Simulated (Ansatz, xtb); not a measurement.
Worked example: C2H2ClF + Si2H4F2 → C2H3Cl + Si2H3F3

Species: C2H2ClF (1-chloro-2-fluoroethylene) `F/C=C/Cl`, singlet; Si2H4F2 `F[SiH2][SiH2]F`, singlet; C2H3Cl `C=CCl`, singlet; Si2H3F3 `F[SiH2][SiH](F)F`, singlet. The partners trade F for H: C–F and Si–H bonds give way to C–H and Si–F.

Shapes, held fixed at every level: PBE0-D4/def2-TZVP. Flexible molecules stand in one conformer, not always the lowest. Programs: Ansatz 0.2.0, xtb 6.7.1. Electronic energies: no zero-point or thermal term.

At CCSD(T)/CBS estimate; 1 Eh = 2625.50 kJ/mol:

```
species  energy (Eh)
C2H2ClF  -636.834666
Si2H4F2  -780.256784
 C2H3Cl  -537.658231
Si2H3F3  -879.524197
```

Problem. Work out ΔE of the reaction at this level.

Solution. 
1. Products less reactants: (-537.658231) + (-879.524197) − [(-636.834666) + (-780.256784)] = -0.090978 Eh = -238.9 kJ/mol.

Other levels give -237.4 (HF/def2-TZVPP) to -220.9 kJ/mol (PBE0-D4/def2-TZVPP). No measured value is set beside it here. The CBS estimate extrapolates MP2 from def2-TZVPP and def2-QZVPP and adds CCSD(T) − MP2 in the triple-zeta set, cores frozen.
